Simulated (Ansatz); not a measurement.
Ansatz (an electronic-structure program) input (B3LYP-D3(BJ)/def2-TZVP):

Ansatz 0.2 input:
```yaml
crystal:
  periodic: [false, false, false]
  atoms:
    - {symbol: Li, position_ang: [-0.00000000, -0.00000000, -2.27530728]}
    - {symbol: Na, position_ang: [0.00000000, 0.00000000, 0.62053835]}
basis:
  gaussian:
    orbitals: def2-TZVP
hamiltonian:
  xc: b3lyp
  dispersion: d3bj
phonons: {temperatures: {t_min: 298.15, t_max: 298.15, t_step: 100}}
```

Output:

```
Functional definition: B3LYP
integrals: 0.01 GiB planned
406 factors; their error is unknown
mean field: 0.09 GiB planned
mean field evaluation 1: about -4620.7223 eV, gradient 5.3e0 eV
mean field evaluation 2: about -4620.8032 eV, gradient 3.1e0 eV
mean field evaluation 4: about -4620.8331 eV, gradient 1.1e-1 eV
mean field evaluation 8: about -4620.8553 eV, gradient 6.9e-3 eV
mean field -4620.85530618 eV, -169.8133003740 hartree, gradient 4.6e-5 eV, S^2 0.000000; 0 other end points of the search recorded, 0 dependent functions left out
the calculation of the forces begins
reference -4620.85548762 eV, -169.8133070418 hartree; 7, 7 occupied and 39, 39 virtual orbitals, 406 factors
these checks for a lower state are left out or cut short: stability, starts, cluster_reference, orbital_swaps, neighbouring_geometries, increment
integrals: 0.01 GiB planned
406 factors; their error is unknown
mean field: 0.09 GiB planned
mean field evaluation 16: about -4620.8553 eV, gradient 7.4e-3 eV
mean field -4620.85530618 eV, -169.8133003739 hartree, gradient 1.2e-7 eV, S^2 0.000000; 0 other end points of the search recorded, 0 dependent functions left out
the calculation of the forces begins
reference -4620.85548762 eV, -169.8133070416 hartree; 7, 7 occupied and 39, 39 virtual orbitals, 406 factors
these checks for a lower state are left out or cut short: stability, starts, cluster_reference, orbital_swaps, neighbouring_geometries, increment
integrals: 0.01 GiB planned
406 factors; their error is unknown
mean field: 0.09 GiB planned
mean field -4620.85530618 eV, -169.8133003739 hartree, gradient 1.2e-7 eV, S^2 0.000000; 0 other end points of the search recorded, 0 dependent functions left out
the calculation of the forces begins
reference -4620.85548762 eV, -169.8133070416 hartree; 7, 7 occupied and 39, 39 virtual orbitals, 406 factors
these checks for a lower state are left out or cut short: stability, starts, cluster_reference, orbital_swaps, neighbouring_geometries, increment
integrals: 0.01 GiB planned
406 factors; their error is unknown
mean field: 0.09 GiB planned
mean field -4620.85530618 eV, -169.8133003739 hartree, gradient 1.2e-7 eV, S^2 0.000000; 0 other end points of the search recorded, 0 dependent functions left out
the calculation of the forces begins
reference -4620.85548762 eV, -169.8133070416 hartree; 7, 7 occupied and 39, 39 virtual orbitals, 406 factors
these checks for a lower state are left out or cut short: stability, starts, cluster_reference, orbital_swaps, neighbouring_geometries, increment
integrals: 0.01 GiB planned
406 factors; their error is unknown
mean field: 0.09 GiB planned
mean field evaluation 32: about -4620.8553 eV, gradient 2.9e-7 eV
mean field -4620.85530618 eV, -169.8133003739 hartree, gradient 1.2e-7 eV, S^2 0.000000; 0 other end points of the search recorded, 0 dependent functions left out
the calculation of the forces begins
reference -4620.85548762 eV, -169.8133070416 hartree; 7, 7 occupied and 39, 39 virtual orbitals, 406 factors
these checks for a lower state are left out or cut short: stability, starts, cluster_reference, orbital_swaps, neighbouring_geometries, increment
integrals: 0.01 GiB planned
406 factors; their error is unknown
mean field: 0.09 GiB planned
mean field -4620.85531063 eV, -169.8133005373 hartree, gradient 8.8e-6 eV, S^2 0.000000; 0 other end points of the search recorded, 0 dependent functions left out
the calculation of the forces begins
reference -4620.85549205 eV, -169.8133072044 hartree; 7, 7 occupied and 39, 39 virtual orbitals, 406 factors
these checks for a lower state are left out or cut short: stability, starts, cluster_reference, orbital_swaps, neighbouring_geometries, increment
integrals: 0.01 GiB planned
406 factors; their error is unknown
mean field: 0.09 GiB planned
mean field -4620.85529389 eV, -169.8132999221 hartree, gradient 8.7e-6 eV, S^2 0.000000; 0 other end points of the search recorded, 0 dependent functions left out
the calculation of the forces begins
reference -4620.85547534 eV, -169.8133065906 hartree; 7, 7 occupied and 39, 39 virtual orbitals, 406 factors
these checks for a lower state are left out or cut short: stability, starts, cluster_reference, orbital_swaps, neighbouring_geometries, increment
integrals: 0.01 GiB planned
406 factors; their error is unknown
mean field: 0.09 GiB planned
mean field -4620.85530618 eV, -169.8133003739 hartree, gradient 1.2e-7 eV, S^2 0.000000; 0 other end points of the search recorded, 0 dependent functions left out
the calculation of the forces begins
reference -4620.85548762 eV, -169.8133070416 hartree; 7, 7 occupied and 39, 39 virtual orbitals, 406 factors
these checks for a lower state are left out or cut short: stability, starts, cluster_reference, orbital_swaps, neighbouring_geometries, increment
integrals: 0.01 GiB planned
406 factors; their error is unknown
mean field: 0.09 GiB planned
mean field -4620.85530618 eV, -169.8133003739 hartree, gradient 1.2e-7 eV, S^2 0.000000; 0 other end points of the search recorded, 0 dependent functions left out
the calculation of the forces begins
reference -4620.85548762 eV, -169.8133070416 hartree; 7, 7 occupied and 39, 39 virtual orbitals, 406 factors
these checks for a lower state are left out or cut short: stability, starts, cluster_reference, orbital_swaps, neighbouring_geometries, increment
integrals: 0.01 GiB planned
406 factors; their error is unknown
mean field: 0.09 GiB planned
mean field -4620.85530618 eV, -169.8133003739 hartree, gradient 1.2e-7 eV, S^2 0.000000; 0 other end points of the search recorded, 0 dependent functions left out
the calculation of the forces begins
reference -4620.85548762 eV, -169.8133070416 hartree; 7, 7 occupied and 39, 39 virtual orbitals, 406 factors
these checks for a lower state are left out or cut short: stability, starts, cluster_reference, orbital_swaps, neighbouring_geometries, increment
integrals: 0.01 GiB planned
406 factors; their error is unknown
mean field: 0.09 GiB planned
mean field evaluation 64: about -4620.8553 eV, gradient 1.2e-7 eV
mean field -4620.85530618 eV, -169.8133003739 hartree, gradient 1.2e-7 eV, S^2 0.000000; 0 other end points of the search recorded, 0 dependent functions left out
the calculation of the forces begins
reference -4620.85548762 eV, -169.8133070416 hartree; 7, 7 occupied and 39, 39 virtual orbitals, 406 factors
these checks for a lower state are left out or cut short: stability, starts, cluster_reference, orbital_swaps, neighbouring_geometries, increment
integrals: 0.01 GiB planned
406 factors; their error is unknown
mean field: 0.09 GiB planned
mean field -4620.85529389 eV, -169.8132999221 hartree, gradient 8.7e-6 eV, S^2 0.000000; 0 other end points of the search recorded, 0 dependent functions left out
the calculation of the forces begins
reference -4620.85547534 eV, -169.8133065906 hartree; 7, 7 occupied and 39, 39 virtual orbitals, 406 factors
these checks for a lower state are left out or cut short: stability, starts, cluster_reference, orbital_swaps, neighbouring_geometries, increment
integrals: 0.01 GiB planned
406 factors; their error is unknown
mean field: 0.09 GiB planned
mean field -4620.85531063 eV, -169.8133005373 hartree, gradient 8.8e-6 eV, S^2 0.000000; 0 other end points of the search recorded, 0 dependent functions left out
the calculation of the forces begins
reference -4620.85549205 eV, -169.8133072044 hartree; 7, 7 occupied and 39, 39 virtual orbitals, 406 factors
Total energy: -4620.89507835 eV, -169.8147619742 hartree
Atom 0 at    -0.000000    -0.000000    -2.275307 Å, force     0.000000    -0.000000    -0.000168 eV/Å
Atom 1 at     0.000000     0.000000     0.620538 Å, force    -0.000000     0.000000     0.000168 eV/Å
Dipole moment:    -0.000000    -0.000000     0.001225 e Å
Vibrations: 253.98 cm⁻¹, zero-point energy 0.015745 eV
```
